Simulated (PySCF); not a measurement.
A structure optimised at PBE-D3(BJ)/def2-SVP, used in a PySCF frequency run:

```xyz
13

C      1.3680    -0.0014    -0.6760
C      1.3680    -0.0014     0.6760
C      0.0510     0.0030     1.4226
Si    -1.2322    -0.0017     0.0000
C      0.0510     0.0030    -1.4226
H      2.3166    -0.0042    -1.2413
H      2.3166    -0.0042     1.2413
H     -0.0452    -0.8801     2.0917
H     -0.0434     0.8926     2.0834
H     -2.1110    -1.2246     0.0000
H     -2.1225     1.2129     0.0000
H     -0.0434     0.8926    -2.0834
H     -0.0452    -0.8801    -2.0917
```

Problem. Write its SMILES, formula and point group.

Solution. C1=CC[SiH2]C1, C4H8Si, Cs

Problem. What are its rotational constants (standard atomic weights)?

Solution. 5.8470, 4.4455, 2.6912 GHz
